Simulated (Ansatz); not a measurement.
Li₅Al₂⁻. Charge -1, multiplicity 3. Geometry r2SCAN-D4/def2-TZVP, that of the neutral doublet; atoms count from 1.

```xyz
7

Al   -0.4481    0.4068    0.4731
Al   -0.9922    0.6440   -2.0594
Li   -2.0313   -1.3861   -0.6796
Li   -0.3020   -1.6117    2.1959
Li    1.6919    0.8192    1.9944
Li    1.1874   -1.0538   -0.9505
Li    0.8944    2.1817   -0.9738
```

The highest occupied level of the charge -1 triplet lies above zero (up to 0.01 eV). By energy differences its removal costs 0.89 eV (vertical, to the charge 0 doublet, at PBE0-D4/def2-TZVPD); a positive level beside a positive removal energy at the same level points to self-interaction error. The structure comes from a short search, and lower isomers may exist.

Question: Estimate the Mulliken populations from the PBE0/def2-TZVPD orbitals of Ansatz.

Answer: 
```
atom  charge (e)  spin (α − β)
 Al1       -1.44         -0.02
 Al2       -0.93          0.88
 Li3        0.30          0.36
 Li4        0.08          0.21
 Li5        0.08          0.21
 Li6        0.61         -0.01
 Li7        0.30          0.36
```
Mulliken values and Mayer orders depend strongly on the basis. With diffuse functions, as here, like atoms can get unlike values, and bond orders can come out too low or too high.

Question: Where does the spin sit?

Answer: Summed by element: Al 0.87, Li 1.13, of 2 unpaired in all. Largest on single atoms: Al2 0.88, Li3 0.36, Li7 0.36.

Question: And the Mayer bond orders between bonded heavy atoms (over 0.3)?

Answer: Al1–Al2 0.82 (2.60 Å); Al1–Li3 0.39 (2.66 Å); Al1–Li4 0.54 (2.66 Å); Al1–Li5 0.54 (2.66 Å); Al1–Li6 0.38 (2.61 Å); Al1–Li7 0.39 (2.65 Å); Al2–Li3 0.45 (2.67 Å); Al2–Li7 0.45 (2.67 Å). Values over 0.3 also appear between atoms too far apart for a bond (Al2–Li4 0.30 at 4.87 Å; Al2–Li5 0.30 at 4.87 Å); they arise where an orbital or an unpaired electron spreads over both atoms.
